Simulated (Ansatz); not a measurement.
Basis sets compared for LiI2⁻ (the lowest singlet isomer of a short search). The state is a singlet with charge -1. Geometry r2SCAN-D4/def2-TZVPD. Ansatz on 4 threads of Arm Neoverse V2 on a shared host; times are rough, and most runs start from earlier orbitals.

```tsv
atom	x (Å)	y (Å)	z (Å)
Li1	0.000	0.000	0.000
I2	1.435	2.007	0.643
I3	-1.435	-2.007	-0.643
```

In the def2 sets I takes a core potential; there is no spin–orbit coupling. The structure comes from a short search, and lower isomers may exist.

| level | functions | energy (Eh) | HOMO (eV) | LUMO (eV) | wall time |
| --- | --- | --- | --- | --- | --- |
| PBE-D4/def2-SVPD | 82 | -603.1054 | -1.82 | 2.28 | 0.5 s |
| PBE0-D4/def2-SVPD | 82 | -603.1678 | -2.89 | 2.70 | 0.85 s |

(1) Estimate the rows for PBE-D4/def2-TZVPD, PBE0-D4/def2-TZVPD.

Answers

(1) 
```tsv
level	functions	energy (Eh)	HOMO (eV)	LUMO (eV)	wall time
PBE-D4/def2-TZVPD	135	-603.1243	-1.83	2.43	0.85 s
PBE0-D4/def2-TZVPD	135	-603.1852	-2.89	2.85	1.1 s
```
